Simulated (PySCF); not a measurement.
# Working out the ionisation energy of Ga

Ga [Ar] 3d10 4s2 4p1 (2P) → Ga⁺ [Ar] 3d10 4s2 (1S). Computed with PySCF 2.14 in aug-cc-pwCVDZ-PP with ECP10MDF, with a scalar-relativistic core potential. Frozen: 3s2 3p6 3d10. Energies in hartree (1 hartree = 27.21139 eV):

```csv
part,Ga (lower),Ga⁺ (upper)
UHF,-258.291442,-258.088410
CCSD correlation,-0.045090,-0.036566
(T),-0.000660,0.000000
```

Task: What does Hartree-Fock give?

Result: (-258.088410) − (-258.291442) = 0.203032 hartree = 5.525 eV.

Task: What do CCSD and CCSD(T) give?

Result: The CCSD correlation energies differ by 0.008524 hartree = 0.232 eV and the triples by 0.000660 hartree = 0.018 eV, so CCSD gives 5.757 eV and CCSD(T) 5.775 eV.

Measured between the centres of the two terms (NIST): 5.931 eV, so CCSD(T) (valence) is off by -0.156 eV.

A double-zeta basis recovers only part of the correlation energy.

What remains against the reference includes basis incompleteness, the frozen core and higher excitations.
